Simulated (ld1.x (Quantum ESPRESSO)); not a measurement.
Configuration tests for I (TM semilocal)

```json
{"Element": "iodine", "Generator": "ld1.x (Quantum ESPRESSO) 7.5", "Type": "norm-conserving Troullier–Martins (semilocal form)", "Functional": "PBE", "Relativity": "scalar-relativistic", "Frozen core": "[Kr] 4d10", "Valence charge": "7", "Reference configuration": "5s2 5p5", "Partial waves": "5p (bound): rc 2.05 bohr; 5s (bound): rc 1.65 bohr", "Local potential": "the s channel", "Core correction": "a·sin(br)/r model core inside 1.45 bohr"}
```

Energies are relative to the spin-unpolarised reference configuration 5s2 5p5; without spin polarisation the order of configurations can differ from experiment.

| valence configuration | charge | ΔE all-electron (eV) | error AE − PS (meV) |
| --- | --- | --- | --- |
| 5s2 5p4 | +1 | 11.131 | -3.1 |
| 5s2 5p3 | +2 | 30.977 | -13 |
| 5s2 5p2 | +3 | 60.305 | -45 |
| 5s2 5p5.3 | -0.3 | -1.783 | +0.5 |
| 5s1 5p6 | 0 | 10.414 | -10 |
| 5s1 5p5 | +1 | 22.111 | -15 |
| 5s2 5p1 | +4 | 99.731 | -129 |
